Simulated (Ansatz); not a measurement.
Start from `C=[C]1[CH2][AlH]1` and change one atom or group to get `C=[C]1[AlH][CH]1F`.

Ansatz, PBE0-D4/def2-TZVP geometries, multiplicity 1. 

```json
{"property": "HOMO energy (ωB97M-V/def2-TZVPP) / eV", "`C=[C]1[CH2][AlH]1`": "-8.48"}
{"property": "size of the dipole moment (B3LYP/def2-TZVPP) / D", "`C=[C]1[CH2][AlH]1`": "1.20"}
{"property": "HOMO–LUMO gap (B3LYP/def2-TZVPP) / eV", "`C=[C]1[CH2][AlH]1`": "4.35"}
{"property": "ideal-gas entropy at 298 K and 1 bar (rigid rotor, harmonic PBE0-D4/def2-TZVP) / J/(mol·K)", "`C=[C]1[CH2][AlH]1`": "300"}
{"property": "HOMO energy (PBE0/def2-TZVPP) / eV", "`C=[C]1[CH2][AlH]1`": "-6.33"}
{"property": "HOMO–LUMO gap (PBE/def2-TZVPP) / eV", "`C=[C]1[CH2][AlH]1`": "2.85"}
```

Task: Give the same properties after the change, and the shifts. (Best estimate.)

Result: Computed: 
```
                                                                                  property  `C=[C]1[AlH][CH]1F`  shift
                                                     HOMO energy (ωB97M-V/def2-TZVPP) / eV                -8.50  -0.02
                                          size of the dipole moment (B3LYP/def2-TZVPP) / D                 2.53   1.33
                                                     HOMO–LUMO gap (B3LYP/def2-TZVPP) / eV                 4.26  -0.09
ideal-gas entropy at 298 K and 1 bar (rigid rotor, harmonic PBE0-D4/def2-TZVP) / J/(mol·K)                  319     19
                                                        HOMO energy (PBE0/def2-TZVPP) / eV                -6.43  -0.10
                                                       HOMO–LUMO gap (PBE/def2-TZVPP) / eV                 2.83  -0.02
```

With PBE0 the HOMO falls by 0.10 eV and the LUMO falls by 0.20 eV, so the gap narrows by about 0.10 eV. PBE moves the HOMO by -0.14 eV and ωB97M-V by -0.02 eV. Dipoles are sizes alone; their direction can turn.

B3LYP here is the variant with VWN-RPA as its local correlation; programs differ in this.
